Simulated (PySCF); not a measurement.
CH6BOSi, AlBH3O2, BH4O2Si, BClH4OSi (calculated)

Calculation on a computer-drawn molecule: the log of a Hartree-Fock and frozen-core CCSD(T) single point meant for a local Hartree-Fock minimum, with one planted fault or none, to be diagnosed. Offsets are logged minus clean, where the clean run is the same molecule without the fault. The reference is restricted for singlets and unrestricted otherwise, and also for a bond in bohr or an excited solution. Adding or removing an electron swaps singlet and doublet. The excited solution moves the top pair (singlet) or top alpha electron (doublet) to the lowest empty orbital. Highest occupied and lowest empty are orbital energies over both spins, largest force is the largest gradient component, triples share is (T) over the correlation energy, the T1 limit is 0.02 restricted and 0.045 unrestricted, electrons count all cores, a negative frequency is imaginary (commonest isotopes), and the dipole is about the centre of nuclear charge. Program: PySCF 2.14.0.

Common to all runs: meant basis cc-pV(D+d)Z; logged SCF converged yes; possible faults no fault, one electron removed, one electron added, multiplicity raised by two, geometry at a saddle point, SCF held on an excited solution, minimal basis STO-3G, one bond length entered in bohr, all coordinates scaled.

(1) CH6BOSi

Logged structure:
```xyz
10
CH6BOSi
O     -3.0404    -0.0461    -0.3061
B     -2.8764    -1.3427     0.0539
C     -1.4376    -1.8277     0.3977
Si     0.0881    -0.7400     0.3483
H     -3.9325     0.1924    -0.5032
H     -3.8308    -2.0791     0.0993
H     -1.3054    -2.8686     0.6867
H      1.2830    -1.5297     0.7339
H      0.3044    -0.1989    -1.0144
H     -0.0456     0.3966     1.2899
```

```
meant charge                         : 0
meant multiplicity                   : 2
logged electrons                     : 40
logged basis functions               : 95
logged spin squared                  : 0
logged highest occupied              : -1.3841 eV
logged lowest empty                  : 9.4051 eV
logged largest force                 : 0.073384 hartree/bohr
logged T1 diagnostic                 : 0.013745
logged D1 diagnostic                 : 0.048378
logged triples share                 : 0.028556
logged CC converged                  : yes
logged dipole magnitude              : 2.3141 debye
logged SCF stable within its kind    : yes
logged energy HF                     : -429.86316 hartree
logged energy CCSD(T)                : -430.45797 hartree
planted fault                        : one electron added
HF energy offset from clean run      : 6.189 kcal/mol
CCSD(T) energy offset from clean run : -20.85 kcal/mol
```

Drawn bonds:
```csv
atom,other atom,order
1,2,1
2,3,1
3,4,1
1,5,1
2,6,1
3,7,1
4,8,1
4,9,1
4,10,1
```

(2) AlBH3O2

Logged structure:
```xyz
7
AlBH3O2
O     -1.7778     1.2619    -0.5765
B     -1.8269    -0.0380    -0.7835
O     -1.3484    -0.8423     0.1180
Al    -0.8332    -1.3009     1.6087
H     -2.1310     1.7490    -1.2643
H     -2.2922    -0.4616    -1.7666
H      0.5934    -1.8789     1.6890
```

```
meant charge                         : 0
meant multiplicity                   : 2
logged electrons                     : 37
logged basis functions               : 80
logged spin squared                  : 0.7549
logged highest occupied              : -8.1855 eV
logged lowest empty                  : 1.2999 eV
logged largest force                 : 0.032312 hartree/bohr
logged T1 diagnostic                 : 0.01591
logged D1 diagnostic                 : 0.045644
logged triples share                 : 0.022491
logged CC converged                  : yes
logged dipole magnitude              : 1.0085 debye
logged SCF stable within its kind    : yes
logged energy HF                     : -418.20432 hartree
logged energy CCSD(T)                : -418.7334 hartree
planted fault                        : all coordinates scaled, by -3.2 %
HF energy offset from clean run      : 5.092 kcal/mol
CCSD(T) energy offset from clean run : 8.524 kcal/mol
```

Drawn bonds:
```csv
atom,other atom,order
1,2,1
2,3,1
3,4,1
1,5,1
2,6,1
4,7,1
```

(3) AlBH3O2

Logged structure:
```xyz
7
AlBH3O2
O     -1.8366     1.3037    -0.5956
B     -1.8873    -0.0393    -0.8094
O     -1.3929    -0.8702     0.1219
Al    -0.8607    -1.3440     1.6619
H     -2.2015     1.8068    -1.3060
H     -2.3680    -0.4769    -1.8250
H      0.6130    -1.9411     1.7449
```

```
meant charge                      : 0
meant multiplicity                : 2
logged electrons                  : 37
logged basis functions            : 80
logged spin squared               : 0.9056
logged highest occupied           : -5.5236 eV
logged lowest empty               : -1.3343 eV
logged largest force              : 0.020969 hartree/bohr
logged dipole magnitude           : 1.9642 debye
logged SCF stable within its kind : no
logged energy HF                  : -418.11051 hartree
planted fault                     : SCF held on an excited solution
HF energy offset from clean run   : 63.96 kcal/mol
```

Drawn bonds:
```csv
atom,other atom,order
1,2,1
2,3,1
3,4,1
1,5,1
2,6,1
4,7,1
```

Notes: coupled-cluster numbers left out as unreliable.

(4) BH4O2Si

Logged structure:
```xyz
8
BH4O2Si
O      0.8370    -1.2611     1.9799
B      0.8126    -1.0805     0.6750
Si     2.7126    -0.6203    -0.0284
O      3.0594    -0.3385    -1.5425
H      0.0157    -1.4780     2.4105
H     -0.1185    -1.1526    -0.0609
H      3.9169    -0.5093     0.7911
H      2.4946    -0.3364    -2.3077
```

```
meant charge                         : 1
meant multiplicity                   : 1
logged electrons                     : 39
logged basis functions               : 85
logged spin squared                  : 0.7689
logged highest occupied              : -6.4074 eV
logged lowest empty                  : 2.2463 eV
logged largest force                 : 0.059348 hartree/bohr
logged T1 diagnostic                 : 0.017058
logged D1 diagnostic                 : 0.060037
logged triples share                 : 0.024292
logged CC converged                  : yes
logged dipole magnitude              : 2.6542 debye
logged SCF stable within its kind    : yes
logged energy HF                     : -465.70384 hartree
logged energy CCSD(T)                : -466.29193 hartree
planted fault                        : one electron added
HF energy offset from clean run      : -132 kcal/mol
CCSD(T) energy offset from clean run : -137.9 kcal/mol
```

Drawn bonds:
```csv
atom,other atom,order
1,2,1
2,3,1
3,4,1
1,5,1
2,6,1
3,7,1
4,8,1
```

(5) BH4O2Si

Structure as in entry 4.

```
meant charge                         : 1
meant multiplicity                   : 1
logged electrons                     : 37
logged basis functions               : 85
logged spin squared                  : 0.7811
logged highest occupied              : -25.651 eV
logged lowest empty                  : -15.159 eV
logged largest force                 : 0.11842 hartree/bohr
logged T1 diagnostic                 : 0.029957
logged D1 diagnostic                 : 0.13354
logged triples share                 : 0.031458
logged CC converged                  : yes
logged dipole magnitude              : 3.429 debye
logged SCF stable within its kind    : yes
logged energy HF                     : -464.9013 hartree
logged energy CCSD(T)                : -465.47528 hartree
planted fault                        : one electron removed
HF energy offset from clean run      : 371.6 kcal/mol
CCSD(T) energy offset from clean run : 374.5 kcal/mol
```

Drawn bonds:
```csv
atom,other atom,order
1,2,1
2,3,1
3,4,1
1,5,1
2,6,1
3,7,1
4,8,1
```

(6) BClH4OSi

Logged structure:
```xyz
8
BClH4OSi
O     -0.9010    -0.0604    -3.1311
B     -1.1581    -0.7266    -1.9907
Si    -2.3055     0.0260    -0.4658
Cl    -3.9585    -1.2277    -0.2266
H     -1.2906     0.7982    -3.2011
H     -0.6764    -1.8226    -1.9001
H     -2.8316     1.3831    -0.7437
H     -1.5889     0.0515     0.8259
```

```
meant charge                         : 0
meant multiplicity                   : 1
logged electrons                     : 48
logged basis functions               : 32
logged spin squared                  : 0
logged highest occupied              : -8.8783 eV
logged lowest empty                  : 6.8176 eV
logged largest force                 : 0.058927 hartree/bohr
logged T1 diagnostic                 : 0.016858
logged D1 diagnostic                 : 0.079454
logged triples share                 : 0.027281
logged CC converged                  : yes
logged dipole magnitude              : 3.7754 debye
logged SCF stable within its kind    : yes
logged energy HF                     : -840.81916 hartree
logged energy CCSD(T)                : -840.98259 hartree
planted fault                        : minimal basis STO-3G
HF energy offset from clean run      : 6016 kcal/mol
CCSD(T) energy offset from clean run : 6269 kcal/mol
```

Drawn bonds:
```csv
atom,other atom,order
1,2,1
2,3,1
3,4,1
1,5,1
2,6,1
3,7,1
3,8,1
```
